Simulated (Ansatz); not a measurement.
Consider the redistribution: `[OH][Sc]([OH])[F]` + `C[Si](O)([SiH3])S` → `[CH3][Sc]([OH])[OH]` + `O[Si](F)([SiH3])S`.

Calculated with Ansatz (gas phase, PBE0-D4/def2-TZVP geometries, no zero-point term in ΔE). CCSD(T)/CBS adds triple-zeta CCSD(T) − MP2 to the extrapolated MP2 energy (def2 sets, frozen cores). Functionals use def2-TZVPP. For Sc outer-core shells are correlated without core-valence functions, which leaves a few kJ/mol of doubt a bond. Scalar relativity is left out up to krypton. One conformer a species, not always the lowest.

CCSD(T)/CBS gives +1.02 eV.

Another level gave +1.06 eV. Which?
A. B2PLYP/def2-TZVPP
B. PBE0-D4/def2-TZVPP
C. PBE-D4/def2-TZVPP
D. CCSD/def2-TZVPP

D. CCSD/def2-TZVPP 1.06, PBE0-D4 1.16, B2PLYP 1.10, PBE-D4 1.20 eV.

Largest T1 diagnostic among the species: 0.016.

In def2-TZVPP, CCSD(T) changes the Hartree–Fock value by +0.11 eV (the triples alone add +0.02 eV) and MP2 by +0.15 eV. From PBE to PBE0 (25 % exact exchange), in def2-TZVPP and without D4, ΔE moves by −0.04 eV.
